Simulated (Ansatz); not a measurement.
CH₈OSSi₂ (`CO[SiH2]S[SiH3]`). The species carries charge 0 and has multiplicity 1. Geometry: relaxed with PBE0-D4/def2-TZVP. It is one conformer, not always the lowest.

```xyz
13

C     0.898   -0.049    1.952
O     0.902    0.150    0.556
Si    0.673   -1.054   -0.533
S     0.114   -0.169   -2.376
Si   -1.426    1.083   -1.569
H     1.847   -0.476    2.291
H     0.762    0.921    2.434
H     0.083   -0.711    2.264
H     1.912   -1.831   -0.795
H    -0.388   -1.958   -0.013
H    -2.361    1.371   -2.684
H    -0.875    2.356   -1.046
H    -2.142    0.367   -0.482
```

(1) What is the dipole moment at ωB97M-V/def2-TZVPP? (Best estimate.)

(2) And with PBE, r2SCAN, B3LYP? (Best estimate.)

(3) Give the Mulliken charges with ωB97M-V, r2SCAN, B3LYP in def2-TZVPP. (Best estimate.)

Answers

(1) The calculation gave: 2.03 D, with components (-0.26, -0.24, 2.00) D in this frame, pointing from negative to positive charge.

(2) Computed: PBE 1.92 D, r2SCAN 2.01 D, B3LYP 2.02 D.

(3) Computed: 
```json
{"atom": "C1", "ωB97M-V": "-0.18", "r2SCAN": "0.01", "B3LYP": "-0.12"}
{"atom": "O2", "ωB97M-V": "-0.36", "r2SCAN": "-0.38", "B3LYP": "-0.37"}
{"atom": "Si3", "ωB97M-V": "0.37", "r2SCAN": "0.51", "B3LYP": "0.50"}
{"atom": "S4", "ωB97M-V": "-0.27", "r2SCAN": "-0.33", "B3LYP": "-0.32"}
{"atom": "Si5", "ωB97M-V": "0.18", "r2SCAN": "0.34", "B3LYP": "0.31"}
{"atom": "H6", "ωB97M-V": "0.12", "r2SCAN": "0.07", "B3LYP": "0.10"}
{"atom": "H7", "ωB97M-V": "0.13", "r2SCAN": "0.07", "B3LYP": "0.11"}
{"atom": "H8", "ωB97M-V": "0.11", "r2SCAN": "0.06", "B3LYP": "0.10"}
{"atom": "H9", "ωB97M-V": "-0.03", "r2SCAN": "-0.08", "B3LYP": "-0.08"}
{"atom": "H10", "ωB97M-V": "-0.03", "r2SCAN": "-0.08", "B3LYP": "-0.08"}
{"atom": "H11", "ωB97M-V": "-0.01", "r2SCAN": "-0.06", "B3LYP": "-0.05"}
{"atom": "H12", "ωB97M-V": "-0.01", "r2SCAN": "-0.06", "B3LYP": "-0.05"}
{"atom": "H13", "ωB97M-V": "-0.02", "r2SCAN": "-0.06", "B3LYP": "-0.06"}
```

B3LYP here is the variant with VWN-RPA as its local correlation; programs differ in this.
